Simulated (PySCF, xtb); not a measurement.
Ga(SH)3 (GaH3S3), SMILES [Ga]([SH])([SH])[SH].

GFN2-xTB (xtb) at its own geometry gives an orbital gap of 3.17 eV and a dipole moment of 2.08 D.

The structure is a stationary point at PBE-D3(BJ)/def2-SVP. The structure was generated by enumeration; whether it is a known compound was not checked. One conformer was computed; it need not be the lowest.

### Question
What does PBE/def2-TZVP (PySCF) give? (An estimate is asked for; the answer gives what the named calculation found.)

### Answer
gap 4.39 eV (levels -6.43 and -2.05 eV), dipole 1.47 D.
